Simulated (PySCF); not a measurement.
# [CuF4]2-: what the settings change

[CuF4]2-: Cu(II) (d9), charge -2. The structure is a PBE0-D3(BJ)/def2-TZVP, IEF-PCM water geometry optimised for multiplicity 2; coordination nearly square planar, point group D2d, metal–donor distances 1.90 Å.

```
5

Cu    0.0000    0.0000    0.0000
F     1.8933    0.0000    0.1316
F    -1.8933    0.0000    0.1316
F     0.0000    1.8933   -0.1316
F     0.0000   -1.8933   -0.1316
```

Method (PySCF 2.14, density fitting): CASSCF(9,5) with orbitals averaged over all microstates of the shell, strongly contracted NEVPT2 on the averaged canonical orbitals; basis x2c-TZVPall on the metal, x2c-SVPall elsewhere; spin-free X2C; IEF-PCM water; spin-orbit coupling by state interaction with the mean-field operator over all roots.

Base run: NEVPT2 ground state 2B2, next 2B1 at 11483, then 2E at 15639 cm⁻¹, ζ 805 cm⁻¹, g 2.079 2.079 2.505, μeff(300 K) 1.98 μB.

Q: What happens with the basis x2c-TZVPall on all atoms?

A: NEVPT2 ground state 2B2, next 2B1 at 10994, then 2E at 14929 cm⁻¹, ζ 805 cm⁻¹, g 2.082 2.082 2.526, μeff(300 K) 1.99 μB. It took 6.1 s against 2.9 s on a shared host of the same kind.

No frequencies were computed for the optimised geometry. NEVPT2 lifts 2B1 from 8356 to 11483 cm⁻¹; on the d shell alone such lifts tend to overshoot.
